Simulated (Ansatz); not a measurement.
Consider the ligand exchange at a Zr–Cl bond: `C[NH][Zr]([Cl])([NH]C)[NH]C` + H–F → `C[NH][Zr]([F])([NH]C)[NH]C` + HCl.

Calculated with Ansatz (gas phase, PBE0-D4/def2-TZVP geometries, no zero-point term in ΔE). CCSD(T)/CBS adds triple-zeta CCSD(T) − MP2 to the extrapolated MP2 energy (def2 sets, frozen cores). This one scheme is used for every species. Functionals use def2-TZVPP. def2 core potentials past Kr. For Zr outer-core shells are correlated without core-valence functions, which leaves a few kJ/mol of doubt a bond. One conformer a species, not always the lowest.

`C[NH][Zr]([Cl])([NH]C)[NH]C`:

Cartesian coordinates in Å:
```
C -2.535 0.285 1.664
N -1.642 0.788 0.639
Zr -0.083 -0.289 -0.071
Cl -0.733 -2.538 -0.629
N 1.360 -0.255 1.348
C 2.545 -1.087 1.273
N 0.642 0.704 -1.679
C -0.038 0.711 -2.960
H -3.563 0.164 1.304
H -2.204 -0.704 2.002
H -2.558 0.932 2.550
H -1.935 1.691 0.291
H 1.321 0.273 2.209
H 2.546 -1.661 0.339
H 3.470 -0.497 1.283
H 2.599 -1.817 2.089
H 1.528 1.188 -1.718
H 0.549 0.229 -3.750
H -0.981 0.158 -2.890
H -0.288 1.725 -3.293
```

H–F:

```xyz
2

F    -0.250   -0.381   -0.065
H     0.250    0.381    0.065
```

`C[NH][Zr]([F])([NH]C)[NH]C`:

```xyz
20

C    -3.279    0.025   -0.004
N    -2.028   -0.641   -0.305
Zr   -0.267    0.338   -0.593
F    -0.489    1.914   -1.704
N     1.047   -0.986   -1.410
C     2.151   -1.738   -0.851
N     0.445    0.800    1.257
C     1.528    1.732    1.499
H    -3.718   -0.317    0.942
H    -3.119    1.104    0.097
H    -4.031   -0.107   -0.792
H    -2.154   -1.636   -0.431
H     1.005   -1.110   -2.417
H     2.205   -1.563    0.225
H     2.036   -2.818   -1.002
H     3.118   -1.445   -1.280
H     0.042    0.462    2.120
H     1.928    2.103    0.548
H     2.367    1.269    2.032
H     1.211    2.613    2.070
```

HCl:

Cartesian coordinates in Å:
```
Cl -0.141 -0.606 0.145
H 0.141 0.606 -0.145
```

```tsv
level	ΔE (kJ/mol)
BLYP	-17.5
LC-ωPBE	-12.4
CCSD(T)/def2-SVP	-10.7
SCS-MP2/def2-TZVPP	5.8
```

Question: What does CCSD(T)/CBS give? (Best estimate.)

Answer: Ansatz gave: +7.8 kJ/mol. The listed levels differ from it by -25.3, -20.2, -18.5, -2.0 kJ/mol.

Largest T1 diagnostic among the species: 0.016.

From PBE to PBE0 (25 % exact exchange), in def2-TZVPP and without D4, ΔE moves by +7.6 kJ/mol. In def2-TZVPP, CCSD(T) changes the Hartree–Fock value by +6.0 kJ/mol (the triples alone add +2.6 kJ/mol) and MP2 by +14.1 kJ/mol. The D4 term adds +7.9 kJ/mol with B3LYP and +4.6 kJ/mol with PBE0; it sums over pairs of atoms, weighted by their polarisabilities, and B3LYP, whose exchange is more repulsive, gets the larger term.

CCSD(T)/CBS has its own doubt, a few kJ/mol and more with outer-core shells, so smaller differences from it don't rank the levels.

B3LYP here is the variant with VWN-RPA as its local correlation; programs differ in this.
